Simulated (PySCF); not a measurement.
MgO, SMILES [O]=[Mg]. Atoms are numbered in the order given.

```xyz
2

Mg     0.0000     0.0000    -0.6963
O      0.0000     0.0000     1.0444
```

Coordinates come from a B3LYP-D3(BJ)/def2-TZVPD optimisation.

Level of theory: PBE/def2-TZVPD run with PySCF.

Isolated molecule, no solvent.

Question: Estimate the frontier levels, gap, dipole moment and polarisability. (The exact figures need the calculation; the answer reports its results.)

Answer: 
The highest occupied level comes out as -4.82 eV, the lowest empty level comes out as -4.32 eV and the orbital gap is 0.51 eV. The dipole moment is 7.06 D and the quadrupole, principal values (traceless, Buckingham form, about the centre of nuclear charge) comes out as -0.34, -0.34, 0.69 D·Å. The mean static polarisability comes out as 54.1 bohr³ (8.02 Å³). The polarisability, principal values comes out as 46.9, 46.9, 68.5 bohr³.
